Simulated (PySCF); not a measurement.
The dipole of `C#CC1C[SiH2]C1` from its density and from atomic charges.

Coordinates (PBE0-D3(BJ)/def2-SVP, Å) and charges (e) from the PBE0/pcSseg-1 density (PySCF):

| atom | x | y | z | Mulliken | IAO | Hirshfeld | ESP-fitted |
| --- | --- | --- | --- | --- | --- | --- | --- |
| C1 | 2.926 | -0.522 | 0.081 | -0.4170 | -0.2582 | -0.1314 | -0.3552 |
| C2 | 1.763 | -0.201 | -0.039 | +0.3381 | -0.0284 | -0.0422 | -0.2610 |
| C3 | 0.361 | 0.173 | -0.150 | -0.3412 | -0.1138 | -0.0093 | +0.6006 |
| C4 | -0.206 | 1.070 | 0.995 | -0.4286 | -0.5320 | -0.1570 | -0.6140 |
| Si5 | -1.873 | 0.214 | 0.706 | +0.6105 | +0.7403 | +0.3437 | +0.5182 |
| C6 | -0.668 | -1.000 | -0.114 | -0.4287 | -0.5318 | -0.1569 | -0.6047 |
| H7 | 3.956 | -0.808 | 0.180 | +0.0588 | +0.1981 | +0.0906 | +0.2888 |
| H8 | 0.227 | 0.713 | -1.104 | +0.1643 | +0.1580 | +0.0530 | +0.0023 |
| H9 | -0.055 | 2.151 | 0.874 | +0.1507 | +0.1488 | +0.0409 | +0.1491 |
| H10 | 0.222 | 0.760 | 1.962 | +0.1519 | +0.1517 | +0.0410 | +0.1840 |
| H11 | -2.767 | 0.930 | -0.255 | -0.0807 | -0.1181 | -0.0786 | -0.1230 |
| H12 | -2.681 | -0.237 | 1.880 | -0.0807 | -0.1148 | -0.0761 | -0.1117 |
| H13 | -0.344 | -1.764 | 0.611 | +0.1518 | +0.1515 | +0.0409 | +0.1804 |
| H14 | -0.869 | -1.492 | -1.075 | +0.1507 | +0.1487 | +0.0409 | +0.1462 |

Task: Compute μ = Σ q r for each scheme (1 e·Å = 4.803 D) and compare with the dipole of the full density.

Result: The full density gives (-0.46, 0.03, 0.14) D, 0.48 D in size; dipole vectors point from the negative to the positive end.

```csv
scheme,μx,μy,μz,size (D),share of the full size (%),angle to the full dipole (°)
Mulliken,-4.63,0.73,0.56,4.72,991,11
IAO,-2.26,0.28,0.42,2.31,486,7
Hirshfeld,-1.06,0.16,0.14,1.08,226,11
ESP-fitted,-0.46,0.03,0.15,0.49,102,1
```

Task: Which set comes closest?

Result: Length of the difference vector: ESP-fitted 0.01 D, Hirshfeld 0.62 D, IAO 1.84 D, Mulliken 4.26 D. Closest: ESP-fitted. The schemes that divide the density aren't constrained to reproduce the dipole.

Task: What is left for the Hirshfeld atoms' own dipoles?

Result: The Hirshfeld atoms' densities add up to the full density, so μ = Σ q r + Σ (atomic dipoles). The atomic dipoles sum to (-0.46, 0.03, 0.14) − (-1.06, 0.16, 0.14) = (0.60, -0.13, 0.00) D, 0.62 D in size.

Task: With the origin at the mean of the coordinates, (0.000, -0.001, 0.325) Å, which are the largest single terms, by size, of the IAO dipole along the direction of the full one?

Result: Si5 +6.80, H7 -3.68, C1 +3.59, H12 -1.65, H11 -1.43 D; all 14 atoms together +2.30 D. The single terms depend on the origin, their sum doesn't.

Task: Give the size of the full dipole in other units.

Result: 0.48 D = 0.187 au = 0.099 e·Å = 1.59 × 10⁻³⁰ C·m.

The structure is a single PBE0-D3(BJ)/def2-SVP conformer in the gas phase; no vibrational or solvent corrections.

These values come from a run that also computed NMR shieldings. On one thread of an Arm Neoverse V2, shared host, this took 11 s and 0.86 GiB of memory at its peak.
